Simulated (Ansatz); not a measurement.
**Redistribution: CH8O2Si2 + SiH3(OH) → CH8O3Si2 + SiH4**

Species: CH8O2Si2 `C[SiH2][SiH](O)O`, singlet; SiH3(OH) (silanol), singlet; CH8O3Si2 `C[SiH](O)[SiH](O)O`, singlet; SiH4 (silane) `[SiH4]`, singlet. The partners trade H for OH; both sit on Si, so the bond types are kept.

Shapes, held fixed at every level: PBE0-D4/def2-TZVP. Flexible molecules stand in one conformer, not always the lowest. Programs: Ansatz 0.2.0. Electronic energies: no zero-point or thermal term.

(1) Estimate ΔE of this reaction.

## Answers

(1) The highest level, CCSD(T)/CBS estimate, gives ΔE = -7.0 kJ/mol; the levels span -10.7 to -2.4. The column of differences is taken from that level and isn't an error. No measured value is set beside it here. The CBS estimate extrapolates MP2 from def2-TZVPP and def2-QZVPP and adds CCSD(T) − MP2 in the triple-zeta set, cores frozen.

| level | kind | ΔE (kJ/mol) | less CCSD(T)/CBS estimate |
| --- | --- | --- | --- |
| HF/def2-TZVPP | Hartree–Fock | -2.4 | +4.6 |
| PBE-D4/def2-TZVPP | GGA | -10.7 | -3.7 |
| PBE0-D4/def2-TZVPP | global hybrid | -8.9 | -1.9 |
| wB97X-V/def2-TZVPP | range-separated hybrid | -9.2 | -2.2 |
| B2PLYP/def2-TZVPP | double hybrid | -7.1 | -0.1 |
| MP2/def2-TZVPP | perturbation theory | -7.1 | -0.1 |
| CCSD(T)/CBS estimate | coupled cluster or CI | -7.0 | 0.0 |
